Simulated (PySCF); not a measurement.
## Working out the ionisation energy of Zn⁺

Zn⁺ [Ar] 3d10 4s1 (2S) → Zn²⁺ [Ar] 3d10 (1S). Calculation: PySCF 2.14, in def2-TZVPPD; no relativity, point nucleus. Frozen: [Ar]. Energies in hartree (1 hartree = 27.21139 eV):

```json
{"part": "UHF", "Zn⁺ (lower)": "-1777.526451", "Zn²⁺ (upper)": "-1776.916798"}
{"part": "CCSD correlation", "Zn⁺ (lower)": "-0.402970", "Zn²⁺ (upper)": "-0.376496"}
{"part": "(T)", "Zn⁺ (lower)": "-0.009821", "Zn²⁺ (upper)": "-0.007901"}
```

Question: What does Hartree-Fock give?

Answer: (-1776.916798) − (-1777.526451) = 0.609653 hartree = 16.590 eV.

Question: What do CCSD and CCSD(T) give?

Answer: The CCSD correlation energies differ by 0.026474 hartree = 0.720 eV and the triples by 0.001920 hartree = 0.052 eV, so CCSD gives 17.310 eV and CCSD(T) 17.362 eV.

Measured between the centres of the two terms (NIST): 17.964 eV, so CCSD(T) (valence) is off by -0.602 eV.

The calculation is non-relativistic.

What remains against the reference includes basis incompleteness, the frozen core and higher excitations.
